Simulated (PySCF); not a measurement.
**State search for Y₂**

Unrestricted PBE0; Y def2-TZVPP with ECP28; scalar-relativistic core potentials (PySCF 2.14). Outer shells of the fragments: Y 4d1 5s2; Y 4d1 5s2.

Followed along the bond (rough minima from three points):

| 2Ms+1 | unpaired | ⟨S²⟩ at the start | R at minimum (Å) | Te (eV) |
| --- | --- | --- | --- | --- |
| 5 | σ ↑↑, π ↑↑ | 6.01 | 2.88 | 0.00 |
| 3 | π ↑↑ | 3.05 | 2.99 | 0.08 |
| 1 | σ ↓↓, π ↑↑ | 2.09 | 2.91 | 0.24 |
| 1 | σ ↓, π ↑ | 1.10 | 2.85 | 0.32 |
| 5 | σ ↑, π ↑↑, δ ↑ | 6.02 | 2.98 | 0.46 |
| 3 | σ ↓, π ↑↑, δ ↑ | 3.13 | 2.96 | 0.57 |

Solutions found at the starting distance of 2.930 Å, counted from the lowest of them; the search is not exhaustive and high or unbound solutions are not listed, so other states can lie among these:

```tsv
2Ms+1	unpaired	term	E (eV)	⟨S²⟩	⟨Lz²⟩
5	σ ↑↑, π ↑↑	⁵Σ⁻	0.00	6.01	0.00
3	π ↑↑	mixed	0.08	3.05	0.00
1	σ ↓↓, π ↑↑	mixed	0.23	2.09	0.00
1	σ ↓, π ↑	mixed	0.33	1.10	1.03
5	σ ↑, π ↑↑, δ ↑	⁵Δ	0.46	6.02	4.01
3	σ ↓, π ↑↑, δ ↑	mixed	0.56	3.13	4.01
3	σ ↑, π ↑	³Π	0.73	2.09	1.11
1	σ ↓, π ↑↑, δ ↓	mixed	0.77	2.17	4.01
1	σ ↓, π ↑	mixed	0.82	1.29	1.79
5	σ ↑↑, π ↑, δ ↑	mixed	0.84	6.01	4.98
5	σ ↑↑, π ↑, δ ↑	mixed	0.86	6.00	5.03
3	σ ↑, π ↑↑, δ ↓	mixed	0.91	3.09	4.01
3	σ ↑, π ↑	mixed	0.95	2.07	1.41
1	none	¹Σ⁺	1.11	0.00	0.00
```

A term symbol is given only where ⟨S²⟩ and ⟨Lz²⟩ are close to those of a pure state; real π, δ and φ orbitals otherwise mix terms, and g/u labels are left off.

Spin–orbit coupling is left out. With d or f electrons several states lie close, and the lowest PBE0 determinant need not be the measured ground state.
